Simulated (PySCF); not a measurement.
CH10NSi3 (doublet state).
Structure used (GFN2-xTB), in Å, numbered top down from 1:
```xyz
15
CH10NSi3 angstrom
N      2.1810   -0.3879   -1.1883
Si     2.1044   -0.0524    0.4134
Si     0.0709    1.2303    0.5361
C     -1.1950    0.4716   -0.6427
Si    -1.8167   -1.2695   -0.1802
H      2.6786    0.1832   -1.8532
H      1.7577   -1.2468    1.1858
H      3.0212    0.7720    1.2208
H     -0.3976    1.2225    1.9254
H      0.3833    2.6212    0.1857
H     -2.0503    1.1444   -0.7177
H     -0.7505    0.4208   -1.6361
H     -0.7136   -2.2226   -0.1825
H     -2.4332   -1.2055    1.1512
H     -2.8446   -1.6732   -1.1461
```

The hyperfine couplings belong to this conformer and change with its torsions.

As a line formula: `[NH][SiH2][SiH2]C[SiH3]` [radical].

Theory: UKS B3LYP, pcH-1 on C H N Si, non-relativistic, mean-field spin-orbit, GIAO in PySCF. One conformer (not necessarily the lowest) at the GFN2-xTB geometry, without solvent, vibrations or thermal averaging. The geometry wasn't refined by DFT: couplings that depend on bond lengths, twists or pyramidal angles can differ widely from those at the functional's own minimum. Stability of the SCF solution: not tested.

Problem. Give the principal g shifts and their parts.

Solution. 
```
                    Δg (ppt)      1      2      3
relativistic mass correction  -0.19  -0.19  -0.19
            gauge correction   0.00   0.02   0.03
   orbital Zeeman/spin–orbit  -0.04   2.18   7.28
                       total  -0.23   2.01   7.12
```

So g = 2.00209, 2.00433, 2.00944 and g_iso = 2.00528; the tensor is rhombic: the two nearest values differ by 30 % of g3 − g1. Axes: g1 points within 10° of the Si2–Si3 bond and g3 points within 7° of the N1–H6 bond.

Problem. At 94.087 GHz, how far is the centre of the isotropic spectrum from where a free electron (g = 2.002319) resonates?

Solution. B = hν/(g μB) with μB/h = 13.99624 MHz/mT gives 3357.26 mT for the free electron and 3352.30 mT at g_iso, 4.96 mT lower.

Problem. What effective moment and Curie constant follow for a powder?

Solution. With the mean of g² = 4.0212 and S(S+1) = 0.75: μ_eff = √(⟨g²⟩S(S+1)) = 1.737 μB and χT = 0.12505·⟨g²⟩·S(S+1) = 0.377 cm³ K/mol (cgs; spin-Hamiltonian part alone).

Problem. What are the electron Larmor frequencies g μB B/h along the three axes at 330 mT?

Solution. 9.2472, 9.2575, 9.2811 GHz for g1, g2 and g3, a range of 34.0 MHz.

Problem. In a frozen sample, at which fields do the three g values resonate at 9.5, 34, 94 and 263 GHz (hyperfine left aside), and which band first spreads them over more than twice a line width of 1.0 mT?

Solution. 
```
band    GHz  B(g3) mT  B(g2) mT  B(g1) mT  spread mT
   X    9.5    337.78    338.64    339.02       1.24
   Q   34.0   1208.91   1211.99   1213.35       4.44
   W   94.0   3342.27   3350.80   3354.54      12.27
   J  263.0   9351.25   9375.10   9385.59      34.34
```

The spread grows in proportion to the frequency. Q band is the first where it exceeds 2.0 mT.

The Mulliken spin populations are largest on N1 (+0.80) and Si3 (+0.21).

The HOMO–LUMO gaps are 6.84 eV among the α and 3.73 eV among the β orbitals.
